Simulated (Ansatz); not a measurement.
The cluster Sn3H4. Total charge 0; singlet. Geometry PBE-D4/def2-SVP.

```xyz
7

Sn   -1.8199    0.9868   -0.4156
Sn   -0.2174   -1.1100    0.7965
Sn    1.2472   -0.7377   -1.5582
H     1.4681   -0.0525    0.2868
H     0.3656   -1.8503    2.2695
H    -0.7484    2.2332    0.3214
H    -0.2952    0.5304   -1.7005
```

In the def2 sets Sn takes a core potential; there is no spin–orbit coupling. HSE06 is defined as in plane-wave codes, on full-range PBE exchange. Another isomer (singlet) lies 0.67 eV lower at PBE0-D4/def2-TZVP; other spin states weren't run for this one.

Estimate the orbital energies around the gap (eV) in Ansatz with LDA (SPW92)/def2-TZVP, PBE-D4/def2-TZVP, r2SCAN-D4/def2-TZVP, PBE0-D4/def2-TZVP, HSE06-D4/def2-TZVP.


```csv
orbital,LDA (SPW92)/def2-TZVP,PBE-D4/def2-TZVP,r2SCAN-D4/def2-TZVP,PBE0-D4/def2-TZVP,HSE06-D4/def2-TZVP
HOMO−5,-10.98,-10.71,-11.09,-12.02,-11.60
HOMO−4,-8.05,-7.95,-8.30,-9.09,-8.70
HOMO−3,-7.34,-7.18,-7.47,-8.20,-7.81
HOMO−2,-6.85,-6.70,-6.98,-7.64,-7.25
HOMO−1,-5.77,-5.62,-5.85,-6.52,-6.14
HOMO,-5.02,-4.82,-5.02,-5.56,-5.20
LUMO,-3.28,-3.03,-2.97,-2.40,-2.75
LUMO+1,-2.87,-2.62,-2.51,-1.98,-2.33
LUMO+2,-2.30,-2.08,-1.91,-1.41,-1.76
LUMO+3,-1.16,-1.00,-0.76,-0.29,-0.65
LUMO+4,-1.11,-0.93,-0.68,-0.28,-0.64
LUMO+5,-0.65,-0.51,-0.22,0.21,-0.15
```
